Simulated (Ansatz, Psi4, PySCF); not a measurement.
System: CH4FSi, net charge 0, doublet state. SMILES: [SiH2]([CH2])F
Geometry: optimised at B3LYP-D3(BJ)/def2-TZVP (Ansatz, a quantum-chemistry and plane-wave program).

Property: size of the dipole moment, in D. Set-up: 6-311+G** with 5d, 6d on Na to Ar in Ansatz; 6-31G* and kin with 6d, 5d where marked; UHF or UKS for open shells; spin-orbit terms left out; non-relativistic; dispersion terms only where a functional's name holds one. Ab initio and DFT rows: single points at B3LYP-D3(BJ) geometries (Ansatz).

```tsv
level	program	size of the dipole moment (D)
PBE/3-21G	Ansatz	1.68
B3LYP/6-31G*	Ansatz	1.75
B3LYP/6-31+G*	Ansatz	1.92
B3LYP/def2-SVP	Ansatz	1.71
wB97X-D/6-311+G**	Psi4	2.01
B3PW91/6-31G* (5d)	PySCF	1.77
```

No value to compare with is used here. The 6 habitual levels span 1.68 (PBE/3-21G) to 2.01 D (wB97X-D/6-311+G**).

The levels are drawn from those run, B3LYP/6-31G* more often than the rest, none by its result; left out are runs that failed, that the program found above a lower state of the same kind, or whose <S^2> lies over 0.5 above the pure value.
